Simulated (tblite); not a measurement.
Species: C₇H₉PS.
Numbering: `[cH:1]1[cH:2][c:3]([PH:4][CH:5]2[CH2:6][CH2:7]2)[cH:8][s:9]1` (hydrogens: H10 on C1; H11 on C2; H12 on P4; H13 on C5; H14, H15 on C6; H16, H17 on C7; H18 on C8)

Computed with GFN2-xTB (tblite), gas phase: L-BFGS steps from a force-field or distance-geometry start until the largest atomic force falls under 0.01 eV/Å.

Step 0: E = -687.9426 eV
```
atom  x, y, z in Å  |  force x, y, z in eV/Å
C1      3.4483   -0.1879   -0.3837   -1.033  -0.530   0.456
C2      2.3801   -0.9065    0.1196    1.311   0.126  -0.364
C3      1.2902   -0.0791    0.4412   -0.622   0.363  -0.249
P4     -0.2908   -0.6923    1.1314    0.170   0.034   0.835
C5     -1.4311   -0.2886   -0.2314   -0.209   0.001  -0.109
C6     -2.9116   -0.3375    0.0366    0.172   0.502   0.110
C7     -2.2196    0.9912   -0.1477   -0.212  -0.411   0.496
C8      1.5247    1.2555    0.1735   -0.153  -0.771   0.144
S9      3.0919    1.4855   -0.4779    0.108   0.142  -0.020
H10     4.3994   -0.5553   -0.7005    0.100  -0.013  -0.055
H11     2.4190   -1.9863    0.2663   -0.123   0.492  -0.052
H12    -0.1237   -2.0837    0.8828    0.095   0.440  -0.293
H13    -1.1058   -0.6007   -1.2134    0.065  -0.023  -0.208
H14    -3.5548   -0.6835   -0.7578   -0.014  -0.045   0.028
H15    -3.2636   -0.5789    1.0351    0.131  -0.028  -0.202
H16    -2.4100    1.5354   -1.0498    0.014   0.149  -0.271
H17    -2.1104    1.6280    0.7303    0.041  -0.245  -0.222
H18     0.8588    2.0910    0.3138    0.157  -0.182  -0.024
```

**Question.** Estimate the geometry and energy of step 1. (The exact step hangs on the optimiser's Hessian estimate; all steps are aligned on step 0, rigid shifts and turns removed.)

**Answer.** E = -687.9931 eV, largest force 0.588 eV/Å
```
atom  x, y, z in Å  |  force x, y, z in eV/Å
C1      3.4335   -0.1955   -0.3772    0.546   0.021  -0.217
C2      2.3988   -0.9047    0.1144   -0.340  -0.140   0.256
C3      1.2813   -0.0739    0.4377   -0.128  -0.341  -0.232
P4     -0.2884   -0.6918    1.1434    0.017   0.074   0.520
C5     -1.4341   -0.2886   -0.2330    0.104  -0.123   0.056
C6     -2.9091   -0.3304    0.0382   -0.181   0.083  -0.007
C7     -2.2226    0.9854   -0.1406   -0.164   0.114  -0.112
C8      1.5225    1.2445    0.1755   -0.166  -0.110   0.045
S9      3.0934    1.4876   -0.4782    0.008   0.061   0.024
H10     4.4009   -0.5555   -0.7013   -0.275   0.109   0.078
H11     2.4173   -1.9793    0.2655   -0.059   0.315  -0.043
H12    -0.1223   -2.0774    0.8786    0.109   0.389  -0.259
H13    -1.1049   -0.6010   -1.2164    0.042   0.005  -0.100
H14    -3.5550   -0.6841   -0.7574    0.058   0.026   0.122
H15    -3.2618   -0.5793    1.0322    0.110  -0.044  -0.117
H16    -2.4098    1.5375   -1.0536    0.065  -0.042   0.063
H17    -2.1098    1.6245    0.7271    0.063  -0.138  -0.048
H18     0.8611    2.0884    0.3134    0.193  -0.259  -0.029
```

The energy changes by -0.0505 eV. The first-order estimate −F·Δx gives -0.1021 eV and the mean of the old and new forces, exact on a quadratic surface, -0.0498 eV. The step makes an angle of 0° with the force vector and moves no atom by more than 0.019 Å.
